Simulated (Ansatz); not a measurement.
`[OH][Ta]([F])([F])([F])[F]`, relaxed with RKS PBE-D4/def2-SVP in Ansatz from a rough embedded geometry. The force threshold is 0.03 eV/Å; the program also tests the step.

Charge 0, multiplicity 1. Ta: def2 effective core potential.

Start:

```xyz
7

O     1.433    1.052   -0.518
Ta   -0.834   -0.169   -0.210
F    -1.751    0.493   -1.957
F     0.473   -0.062    1.640
F     0.524   -1.477    0.744
F    -0.918   -1.206    1.635
H     1.073    1.369   -1.335
```

(1) By how much does the energy fall, and how many steps does the optimiser take? (Estimate.)

(2) Which bonds change most? (An estimate is asked.)

(3) Give the relaxed structure. (Best estimate.)

Answers

(1) Computed: 372.66 kcal/mol, in 11 steps.

(2) Computed: O1–Ta2 from 2.593 to 1.892 Å; Ta2–F4 from 2.268 to 1.879 Å; Ta2–F5 from 2.113 to 1.880 Å; Ta2–F6 from 2.117 to 1.904 Å.

(3) Ansatz gave: 
```xyz
7

O     0.963    0.822   -0.825
Ta   -0.239   -0.208    0.211
F    -1.688    0.290   -0.878
F     0.151    0.778    1.763
F     0.708   -1.791   -0.148
F    -1.459   -1.242    1.244
H     1.563    1.351   -1.368
```
